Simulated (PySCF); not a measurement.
## C6H12Si: core ionisation energies

Species: Si(vinyl)2Me2, C₆H₁₂Si.
Z-matrix (Å and degrees, PBE0-D3(BJ)/def2-SVP geometry), rows numbered from 1:
```
Si
C   1  1.8798
C   2  1.3386  1  125.64
H   2  1.0999  1  117.14  3  -177.55
H   3  1.0960  2  121.67  1     2.24
H   3  1.0963  2  122.23  1  -177.73
C   1  1.8806  2  110.76  3   -25.18
C   7  1.3385  1  125.40  2   -34.24
H   7  1.0998  1  117.35  2   147.95
H   8  1.0961  7  121.73  1     2.16
H   8  1.0963  7  122.22  1  -177.75
C   1  1.8831  2  108.68  3  -145.64
H  12  1.1012  1  110.55  2    63.11
H  12  1.1020  1  111.11  2   -56.95
H  12  1.1013  1  111.06  2  -177.15
C   1  1.8824  2  109.65  3    94.62
H  16  1.1013  1  111.29  2    61.19
H  16  1.1011  1  110.64  2   -58.76
H  16  1.1020  1  110.87  2  -178.77
```

Theory: delta-SCF UKS SCAN, pcX-2 on the ionised atom, pcseg-1 elsewhere, spin-free X2C in PySCF 2.14.0. Each binding energy is the total energy of the core-ionised species, with the hole localised on one atom, minus that of the ground state; both are solved self-consistently, so orbital relaxation is included.

Problem. Give the core binding energies atom by atom.

Solution. 
```tsv
atom(s)	bonded to	level	binding energy (eV)	2p1/2 (eV)	above the level's lowest (eV)	count
Si1	4 C	Si 1s	1845.65	–	0.00	1
C3/C8	C and 2 H	C 1s	290.14	–	+0.38	2
C12/C16	3 H and Si	C 1s	289.76	–	0.00	2
C2/C7	C, H and Si	C 1s	289.76	–	0.00	2
Si1	4 C	Si 2p3/2	105.82	106.44	0.00	1
```

Lowest listed C 1s: C2/C7, bonded to C, H and Si. Highest, 0.38 eV above it: C3/C8, bonded to C and 2 H. The widest gap between neighbouring values is 0.38 eV, between 289.76 and 290.14 eV. The values 289.76 and 289.76 eV lie too close for their order to be trusted.

Problem. Express the binding energy of C 1s of C3/C8 in atomic units and per mole.

Solution. 290.14 eV = 10.6624 Eh = 27994 kJ/mol.

Topologically equivalent atoms share the value of their first member; where this conformer doesn't relate them by symmetry, their own values could differ. The 2p values aren't plain energy differences: one relaxed spin-free 2p hole is combined with a matrix within the shell (ground-state 2p orbital-energy differences and spin–orbit coupling). 2p3/2, the mean of its two sublevels, lies a third of the splitting below the shell's mean and 2p1/2 two thirds above it; the statistical areas are 2:1. 2p1/2 minus 2p3/2 (ligand field included): Si 0.62 eV. One conformer (not necessarily the lowest) at the PBE0-D3(BJ)/def2-SVP geometry, without solvent, vibrations or thermal averaging.
